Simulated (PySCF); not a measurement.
Compound: C₆H₁₀ClO (doublet state).
Geometry (GFN2-xTB, Å), atoms numbered from 1 in this order:
```xyz
18
C6H10ClO angstrom
C     -1.3230    1.4601    0.1453
C     -1.2551    0.2069   -0.6297
C     -2.4955   -0.6646   -0.4242
C      0.0168   -0.5867   -0.2893
O      1.1302    0.1451   -0.7770
C      2.3730   -0.2563   -0.4887
C      3.4365    0.5136   -0.6653
Cl     2.5695   -1.8863    0.1013
H     -0.4243    1.9974    0.3721
H     -2.2702    1.8906    0.4017
H     -1.1769    0.4466   -1.7054
H     -2.4448   -1.5596   -1.0397
H     -3.3908   -0.1106   -0.6933
H     -2.5755   -0.9643    0.6182
H     -0.0184   -1.5747   -0.7657
H      0.0974   -0.7224    0.7959
H      3.3154    1.5184   -1.0230
H      4.4271    0.1529   -0.4745
```

The hyperfine couplings belong to this conformer and change with its torsions.

As a line formula: `[CH2][C@H](C)COC(=C)Cl` [radical].

Level of theory: PySCF 2.14.0, UKS B3LYP, pcH-1 on C Cl H O, non-relativistic, mean-field spin-orbit, GIAO. Isolated species at its GFN2-xTB geometry (one conformer only). GFN2-xTB frequencies show an imaginary mode (24i cm⁻¹), so this geometry is no minimum at that level. Couplings are sensitive to structure, and on GFN2-xTB geometries they can be far from those on DFT ones. No stability test was run, so a lower SCF solution isn't excluded.

Principal values of hyperfine tensors in MHz (contact, dipolar and spin–orbit terms together), for some of the nuclei:

| atom | isotope | A1 | A2 | A3 |
| --- | --- | --- | --- | --- |
| H11 | 1H | 130.49 | 133.52 | 145.66 |
| C1 | 13C | 7.87 | 8.52 | 250.78 |
| H10 | 1H | -102.80 | -63.38 | -24.01 |
| H9 | 1H | -101.72 | -62.74 | -23.16 |
| C4 | 13C | 29.08 | 29.23 | 37.10 |
| C3 | 13C | 16.73 | 17.07 | 21.66 |
| H15 | 1H | 2.56 | 2.82 | 8.71 |
| H16 | 1H | -7.29 | -4.77 | 5.00 |

(1) Give the isotropic coupling of each nucleus in MHz and in mT (g = 2.0026), and the anisotropic part.

(2) What spin density at the nucleus of C1 lies behind its contact coupling (g_N = 1.40482)?

(3) C2 (13C, g_N = 1.40482) isn't in the table. Its spin density at the nucleus is -0.02932 bohr⁻³. What is its contact coupling?

(4) Name the largest traceless tensor T of the table and describe it.

(5) In a single crystal, with the field along each principal axis of the tensor of H10 in turn, what first-order splitting does this nucleus give (isotropic g, quadrupole terms neglected)?

Answers

(1) a_iso is a third of the trace, T = A − a_iso, and a(mT) = a(MHz)/(g × 13.996). The tensors hold a spin–orbit part: the run splits a_iso into a_FC + a_SO, and T includes its anisotropic share.

```json
{"atom": "H11", "a_iso (MHz)": "136.55", "a_FC": "136.55", "a_SO": "0.00", "a_iso (mT)": "4.872", "T1": "-6.07", "T2": "-3.04", "T3": "9.10"}
{"atom": "C1", "a_iso (MHz)": "89.05", "a_FC": "89.15", "a_SO": "-0.10", "a_iso (mT)": "3.177", "T1": "-81.19", "T2": "-80.54", "T3": "161.73"}
{"atom": "H10", "a_iso (MHz)": "-63.40", "a_FC": "-63.41", "a_SO": "0.01", "a_iso (mT)": "-2.262", "T1": "-39.40", "T2": "0.02", "T3": "39.39"}
{"atom": "H9", "a_iso (MHz)": "-62.54", "a_FC": "-62.56", "a_SO": "0.01", "a_iso (mT)": "-2.231", "T1": "-39.18", "T2": "-0.20", "T3": "39.38"}
{"atom": "C4", "a_iso (MHz)": "31.80", "a_FC": "31.80", "a_SO": "0.00", "a_iso (mT)": "1.135", "T1": "-2.72", "T2": "-2.57", "T3": "5.29"}
{"atom": "C3", "a_iso (MHz)": "18.49", "a_FC": "18.49", "a_SO": "0.00", "a_iso (mT)": "0.660", "T1": "-1.76", "T2": "-1.42", "T3": "3.17"}
{"atom": "H15", "a_iso (MHz)": "4.70", "a_FC": "4.70", "a_SO": "0.00", "a_iso (mT)": "0.168", "T1": "-2.14", "T2": "-1.88", "T3": "4.02"}
{"atom": "H16", "a_iso (MHz)": "-2.35", "a_FC": "-2.35", "a_SO": "0.00", "a_iso (mT)": "-0.084", "T1": "-4.94", "T2": "-2.41", "T3": "7.35"}
```

(2) a_FC = (2μ0/3) gₑ μB g_N μN ρ(0)/(2S·h) = 800.24 MHz × g_N × ρ(0)/(2S), with ρ in bohr⁻³. With a_FC = 89.15 MHz and 2S = 1, ρ(0) = 0.07931 bohr⁻³.

(3) By the same relation, a_FC = -33.0 MHz. Its full tensor has the principal values -35.10, -32.76, -30.98 MHz.

(4) C1: -81.2, -80.5, 161.7 MHz, axial, in the ratio −1:−1:+2, the form that spin in one p orbital centred on that nucleus gives.

(5) 2 lines (I = 1/2), spaced by |A_i|/(g × 13.996): 3.67, 2.26, 0.86 mT along the axes of A1, A2 and A3.
